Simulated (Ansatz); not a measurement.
Calculated with Ansatz (gas phase, PBE0-D4/def2-TZVP geometries, no zero-point term in ΔE). CCSD(T)/CBS is the MP2 limit (def2-TZVPP, def2-QZVPP) plus CCSD(T) − MP2 in def2-TZVPP, frozen cores. DFT in def2-TZVPP. For Ga outer-core shells are correlated without core-valence functions, which leaves a few kJ/mol of doubt a bond. Scalar relativity is left out up to krypton. One conformer a species, not always the lowest.

`F[SiH2]OP` + `[PH2][GaH2]` → `P[PH][GaH2]` + `O[SiH2]F`  (ligand exchange at a P–O bond)

`F[SiH2]OP`:

```xyz
8

F     0.408    1.392    1.740
Si    0.087   -0.101    1.286
O    -0.475   -0.100   -0.246
P     0.359   -0.030   -1.671
H     1.349   -0.867    1.379
H    -0.996   -0.615    2.144
H    -0.519   -0.844   -2.440
H    -0.213    1.165   -2.191
```

`[PH2][GaH2]`:

```xyz
6

P    -0.909    0.173   -1.046
Ga    0.925    0.015    0.348
H    -1.696    0.933   -0.143
H    -1.461   -1.082   -0.682
H     1.724   -1.334    0.410
H     1.417    1.294    1.112
```

`P[PH][GaH2]`:

Cartesian coordinates in Å:
```
P -0.429 1.110 -0.232
P 1.184 0.106 0.948
Ga 0.146 -1.375 -0.567
H -1.144 1.815 0.759
H 0.280 2.188 -0.804
H 0.254 -0.216 1.975
H 0.764 -1.384 -2.003
H -1.055 -2.244 -0.076
```

`O[SiH2]F`:

Cartesian coordinates in Å:
```
O -0.809 -0.935 0.301
Si 0.237 0.298 0.100
F -0.389 1.431 -0.833
H -0.980 -1.525 -0.433
H 0.461 0.875 1.438
H 1.480 -0.144 -0.574
```

CCSD(T)/CBS gives -5.2 kcal/mol.

Problem. Another level gave -3.9 kcal/mol. Which?
A. B97M-V/def2-TZVPP
B. LC-ωPBE/def2-TZVPP
C. revPBE-D4/def2-TZVPP
D. r2SCAN-D4/def2-TZVPP

Solution. B. LC-ωPBE -3.9, r2SCAN-D4 -6.5, revPBE-D4 -8.0, B97M-V -4.9 kcal/mol.

Largest T1 diagnostic among the species: 0.014.

In def2-TZVPP, CCSD(T) changes the Hartree–Fock value by −9.9 kcal/mol (the triples alone add −1.9 kcal/mol) and MP2 by −11.9 kcal/mol. The D4 term adds −1.6 kcal/mol with B3LYP and −0.8 kcal/mol with PBE0; it sums over pairs of atoms, weighted by their polarisabilities, and B3LYP, whose exchange is more repulsive, gets the larger term. From PBE to PBE0 (25 % exact exchange), in def2-TZVPP and without D4, ΔE moves by +0.9 kcal/mol.

B3LYP here is the variant with VWN-RPA as its local correlation; programs differ in this.
